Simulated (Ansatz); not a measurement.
Basis-set extrapolation for `CO/C=C/[SiH3]` (PBE0-D4/def2-TZVP geometry, frozen core, Ansatz 0.2.0). Multiplicity 1, RHF reference.

```tsv
	def2-TZVPP	def2-QZVPP
HF	-482.111093	-482.129173
MP2 correlation	-0.861534	-0.921298
CCSD(T) correlation	-0.948109	not run
```

Energies in hartree. Use E(X) = E(∞) + A·exp(−7.88·√X) for Hartree–Fock and E(X) = E(∞) + B·X^(−2.97) for correlation, with X = 3 and 4, and add CCSD(T) minus MP2 of the smaller set to the MP2 limit.

What is the CCSD(T) energy at the basis-set limit?

HF limit: -482.129173 + (-0.018080) × 0.13774 = -482.13166. MP2 limit: -0.921298 + (-0.059764) × 0.74074 = -0.96557. Higher-order term: -0.948109 − (-0.861534) = -0.08657. Total: -483.18380 hartree, 327.1 kJ/mol below CCSD(T)/def2-TZVPP.
